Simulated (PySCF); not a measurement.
Sb(Cl)(TeH)2 (ClH2SbTe2), SMILES [Cl][Sb]([TeH])[TeH]. Atoms are numbered in the order given.

```xyz
6

Sb     0.6872     0.9076     0.0000
Cl    -1.0819     2.5719     0.0000
Te    -0.1698    -0.8685    -1.9885
H      0.5022     0.1559    -3.1430
Te    -0.1698    -0.8685     1.9885
H      0.5022     0.1559     3.1430
```

Geometry: PBE-D3(BJ)/def2-SVP. The geometry has at least one imaginary mode, so it is a saddle point at that level. The structure was generated by enumeration; whether it is a known compound was not checked. The def2 effective core potentials stand for the cores of Sb, Te; spin–orbit coupling is left out.

Calculation: PBE-D3(BJ)/def2-SVP (PySCF).

Frequencies are harmonic and unscaled.

| mode | ν (cm⁻¹) | IR (km/mol) | moving atoms (share of kinetic energy) |
|---|---|---|---|
| 1 | 121i | 0.0 | H 97 % |
| 2 | 50 | 0.1 | Te 81 %, Sb 13 % |
| 3 | 71 | 0.9 | Cl 70 %, Te 25 % |
| 4 | 88 | 1.1 | Cl 55 %, Sb 24 %, Te 20 % |
| 5 | 178 | 5.1 | H 65 %, Sb 18 %, Te 16 % |
| 6 | 179 | 9.6 | Sb 54 %, Te 46 % |
| 7 | 188 | 4.0 | Sb 36 %, H 36 %, Te 28 % |
| 8 | 326 | 54.9 | Cl 77 %, Sb 23 % |
| 9 | 485 | 4.1 | H 99 % |
| 10 | 563 | 1.4 | H 98 % |
| 11 | 2051 | 32.5 | H 99 % |
| 12 | 2051 | 23.0 | H 99 % |
